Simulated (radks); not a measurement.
Problem. These are the eigenvalues of the occupied orbitals of an atom or ion with whole-number occupations (eV). Method: non-relativistic Kohn-Sham, r2SCAN, spin-polarised, spherical densities, point nucleus; meta-GGA in the generalised Kohn-Sham scheme; computed with a radial shooting solver on a logarithmic mesh with Libxc functionals.

1s: -108.6174
2s: -5.7458

Which element is it, and in what charge state? The configuration may be excited. Open shells, if any, are filled with parallel spins first.

Solution. Z = 4, beryllium, charge 0: Be in [He] 2s2. The 1s level, -3.9916 hartree, gives Z - s = 2.8 by -(Z - s)^2/2, which with screening narrows Z to a few neighbours, and with so few levels the electron count can be read from the list.
